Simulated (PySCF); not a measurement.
PySCF input for C₃H₃BrF₂, SMILES F[C@@H]1[C@H](F)[C@H]1Br, TDDFT-PBE/def2-SVPD. The structure is a stationary point at PBE0-D3(BJ)/def2-SVP. The structure was generated by enumeration; whether it is a known compound was not checked.

```python
import numpy as np
from pyscf import gto, scf, dft, tdscf

mol = gto.M(
    atom='''
    F    -2.19920406    0.20303805    1.38521632
    C    -1.20201802   -0.43795434    0.74910949
    C    -1.20201802   -0.43795433   -0.74910949
    F    -2.19920406    0.20303805   -1.38521632
    C    -0.21867591    0.40263657    0.00000000
    Br    1.64200589    0.01082949    0.00000000
    H    -0.85341019   -1.33388642    1.27456241
    H    -0.85341019   -1.33388642   -1.27456242
    H    -0.44144087    1.47368838    0.00000000
    ''',
    basis='def2-SVPD',
    charge=0,
    spin=0,
    symmetry=True,
    max_memory=1600,
    verbose=4,
)
mf = dft.RKS(mol, xc='pbe').density_fit(auxbasis='def2-universal-jkfit')
mf.grids.level = 3
mf.conv_tol = 1e-9
mf.max_cycle = 100
mf.kernel()
mf.grids = dft.Grids(mol).set(level=1).build(with_non0tab=True)  # coarser grid for the response kernel
td = tdscf.TDDFT(mf)
td.singlet = True
td.nstates = 10
td.conv_tol = 1e-4
td.positive_eig_threshold = 1e-6
td.kernel(x0=td.get_init_guess(mf, 15))
td.analyze()
tt = tdscf.TDA(mf)
tt.singlet = False
tt.nstates = 4
tt.conv_tol = 1e-4
tt.positive_eig_threshold = 1e-6
tt.kernel(x0=tt.get_init_guess(mf, 9))
tt.analyze(verbose=3)
```

Program output:

```
PySCF version 2.14.0

[INPUT] verbose = 4
[INPUT] num. atoms = 9
[INPUT] num. electrons = 74
[INPUT] charge = 0
[INPUT] spin (= nelec alpha-beta = 2S) = 0
[INPUT] symmetry True subgroup None
[INPUT] Mole.unit = angstrom
[INPUT] Symbol           X                Y                Z      unit          X                Y                Z       unit  Magmom
[INPUT]  1 F     -2.199204060000   0.203038050000   1.385216320000 AA   -4.155893365432   0.383686307366   2.617679468078 Bohr   0.0
[INPUT]  2 C     -1.202018020000  -0.437954340000   0.749109490000 AA   -2.271484854592  -0.827613757665   1.415611773413 Bohr   0.0
[INPUT]  3 C     -1.202018020000  -0.437954330000  -0.749109490000 AA   -2.271484854592  -0.827613738767  -1.415611773413 Bohr   0.0
[INPUT]  4 F     -2.199204060000   0.203038050000  -1.385216320000 AA   -4.155893365432   0.383686307366  -2.617679468078 Bohr   0.0
[INPUT]  5 C     -0.218675910000   0.402636570000   0.000000000000 AA   -0.413237579940   0.760872845034   0.000000000000 Bohr   0.0
[INPUT]  6 Br     1.642005890000   0.010829490000   0.000000000000 AA    3.102941427023   0.020464770169   0.000000000000 Bohr   0.0
[INPUT]  7 H     -0.853410190000  -1.333886420000   1.274562410000 AA   -1.612711531013  -2.520680015077   2.408573883566 Bohr   0.0
[INPUT]  8 H     -0.853410190000  -1.333886420000  -1.274562420000 AA   -1.612711531013  -2.520680015077  -2.408573902463 Bohr   0.0
[INPUT]  9 H     -0.441440870000   1.473688380000   0.000000000000 AA   -0.834202344490   2.784867431154   0.000000000000 Bohr   0.0

nuclear repulsion = 406.032256042088
point group symmetry = Cs
symmetry origin: [ 3.06442099e-09 -2.55368381e-10 -2.55368399e-10]
symmetry axis x: [ 1.00000000e+00 -4.21027956e-10  5.46433437e-11]
symmetry axis y: [-4.21027956e-10 -1.00000000e+00 -9.09022730e-10]
symmetry axis z: [-5.46433441e-11 -9.09022742e-10  1.00000000e+00]
num. orbitals of irrep A' = 99
num. orbitals of irrep A" = 72
number of shells = 69
number of NR pGTOs = 269
number of NR cGTOs = 171
basis = def2-SVPD
ecp = {}


[settings echo left out]
init E= -2888.34122086301
HOMO (A") = -0.280931160994987  LUMO (A') = -0.085190127383644  gap/eV = 5.32638
cycle= 1 E= -2888.62330985992  delta_E= -0.282  |g|= 0.517  |ddm|= 4.35
HOMO (A') = -0.223706908972495  LUMO (A') = -0.0577954642116483  gap/eV = 4.51468
cycle= 2 E= -2888.52114595119  delta_E= 0.102  |g|= 0.954  |ddm|= 1.31
HOMO (A") = -0.241490371447429  LUMO (A') = -0.0613001268144018  gap/eV = 4.90323
cycle= 3 E= -2888.66327073114  delta_E= -0.142  |g|= 0.117  |ddm|= 0.819
HOMO (A") = -0.250378205526936  LUMO (A') = -0.0697022310272737  gap/eV = 4.91644
cycle= 4 E= -2888.66542043803  delta_E= -0.00215  |g|= 0.0403  |ddm|= 0.164
HOMO (A") = -0.248935508381449  LUMO (A') = -0.0669834390270756  gap/eV = 4.95117
cycle= 5 E= -2888.66577485999  delta_E= -0.000354  |g|= 0.0132  |ddm|= 0.0774
HOMO (A") = -0.248712616670208  LUMO (A') = -0.0670372709223255  gap/eV = 4.94364
cycle= 6 E= -2888.66582355246  delta_E= -4.87e-05  |g|= 0.00286  |ddm|= 0.0212
HOMO (A") = -0.24889411556601  LUMO (A') = -0.0671835319008816  gap/eV = 4.94460
cycle= 7 E= -2888.66582553239  delta_E= -1.98e-06  |g|= 0.000608  |ddm|= 0.00537
HOMO (A") = -0.2488973824055  LUMO (A') = -0.0671892520285362  gap/eV = 4.94453
cycle= 8 E= -2888.66582562703  delta_E= -9.46e-08  |g|= 0.000213  |ddm|= 0.00133
HOMO (A") = -0.248883110035985  LUMO (A') = -0.0671789507060465  gap/eV = 4.94442
cycle= 9 E= -2888.6658256378  delta_E= -1.08e-08  |g|= 3.34e-05  |ddm|= 0.000352
HOMO (A") = -0.248885490268331  LUMO (A') = -0.0671813248890052  gap/eV = 4.94442
cycle= 10 E= -2888.665825638  delta_E= -2e-10  |g|= 6.82e-06  |ddm|= 6.95e-05
HOMO (A") = -0.248884849600187  LUMO (A') = -0.0671807877679345  gap/eV = 4.94442
Extra cycle  E= -2888.66582563798  delta_E= 2.46e-11  |g|= 7.79e-06  |ddm|= 3.27e-05
converged SCF energy = -2888.66582563798
tot grids = 40888
Overwritten attributes  positive_eig_threshold  of <class 'pyscf.tdscf.rks.CasidaTDDFT'>


******** <class 'pyscf.tdscf.rks.CasidaTDDFT'> for <class 'pyscf.df.df_jk.DFSymAdaptedRKS'> ********
nstates = 10 singlet
deg_eia_thresh = 1.000e-03
wfnsym = None
conv_tol = 0.0001
eigh lindep = 1e-12
eigh level_shift = 0
eigh max_cycle = 100


Excitation energies (eV)
[5.21536553 5.33772285 6.29313162 6.73236106 6.85377164 6.97752372
 7.00267816 7.1833214  7.29798211 7.49437017]

** Singlet excitation energies and oscillator strengths **
Excited State   1:   A"      5.21537 eV    237.73 nm  f=0.0001
      37 -> 38       -0.70490
Excited State   2:   A'      5.33772 eV    232.28 nm  f=0.0195
      36 -> 38       -0.70413
Excited State   3:   A'      6.29313 eV    197.02 nm  f=0.0281
      35 -> 38       -0.69570
Excited State   4:   A"      6.73236 eV    184.16 nm  f=0.0019
      34 -> 38       -0.26559
      37 -> 39        0.65185
Excited State   5:   A"      6.85377 eV    180.90 nm  f=0.0007
      34 -> 38       -0.65203
      37 -> 39       -0.26583
Excited State   6:   A'      6.97752 eV    177.69 nm  f=0.0029
      36 -> 39       -0.69248
Excited State   7:   A"      7.00268 eV    177.05 nm  f=0.0546
      37 -> 40        0.70423
Excited State   8:   A'      7.18332 eV    172.60 nm  f=0.0407
      36 -> 40       -0.69259
Excited State   9:   A"      7.29798 eV    169.89 nm  f=0.0013
      37 -> 41        0.70634
Excited State  10:   A'      7.49437 eV    165.44 nm  f=0.0027
      36 -> 41       -0.65837
      37 -> 42       -0.23905

** Transition electric dipole moments (AU) **
state          X           Y           Z        Dip. S.      Osc.
  1        -0.0000     -0.0000     -0.0239      0.0006      0.0001
  2        -0.3761     -0.0886      0.0000      0.1493      0.0195
  3        -0.4251     -0.0347      0.0000      0.1820      0.0281
  4        -0.0000     -0.0000      0.1063      0.0113      0.0019
  5        -0.0000      0.0000     -0.0660      0.0044      0.0007
  6        -0.0422     -0.1228      0.0000      0.0169      0.0029
  7        -0.0000     -0.0000      0.5640      0.3181      0.0546
  8        -0.3133     -0.3651      0.0000      0.2315      0.0407
  9         0.0000      0.0000     -0.0846      0.0072      0.0013
 10         0.1198      0.0092     -0.0000      0.0144      0.0027

** Transition velocity dipole moments (imaginary part, AU) **
state          X           Y           Z        Dip. S.      Osc.
  1        -0.0000      0.0000     -0.0096      0.0001      0.0003
  2        -0.0760     -0.0213     -0.0000      0.0062      0.0212
  3        -0.1005     -0.0059     -0.0000      0.0101      0.0292
  4        -0.0000     -0.0000      0.0314      0.0010      0.0027
  5        -0.0000      0.0000     -0.0208      0.0004      0.0011
  6        -0.0110     -0.0354      0.0000      0.0014      0.0036
  7        -0.0000     -0.0000      0.1434      0.0206      0.0533
  8        -0.0864     -0.0972      0.0000      0.0169      0.0427
  9         0.0000     -0.0000     -0.0195      0.0004      0.0009
 10         0.0336      0.0007     -0.0000      0.0011      0.0027

** Transition magnetic dipole moments (imaginary part, AU) **
state          X           Y           Z
  1         0.1751      0.2024     -0.0000
  2        -0.0000      0.0000     -0.4221
  3        -0.0000      0.0000     -0.1673
  4        -0.1456      0.2386      0.0000
  5        -0.1574      0.4828      0.0000
  6         0.0000     -0.0000     -0.2291
  7        -0.0418      0.5425      0.0000
  8         0.0000      0.0000      0.9540
  9        -0.3532     -0.3816     -0.0000
 10        -0.0000      0.0000     -0.1058
Overwritten attributes  positive_eig_threshold  of <class 'pyscf.tdscf.rks.TDA'>


******** <class 'pyscf.tdscf.rks.TDA'> for <class 'pyscf.df.df_jk.DFSymAdaptedRKS'> ********
nstates = 4 triplet
deg_eia_thresh = 1.000e-03
wfnsym = None
conv_tol = 0.0001
eigh lindep = 1e-12
eigh level_shift = 0
eigh max_cycle = 100


Excitation energies (eV)
[4.6730411  4.89628948 5.80697535 6.38206622]

** Triplet excitation energies and oscillator strengths **
Excited State   1:   A"      4.67304 eV    265.32 nm  f=0.0000
Excited State   2:   A'      4.89629 eV    253.22 nm  f=0.0000
Excited State   3:   A'      5.80698 eV    213.51 nm  f=0.0000
Excited State   4:   A"      6.38207 eV    194.27 nm  f=0.0000
```

The run converged.
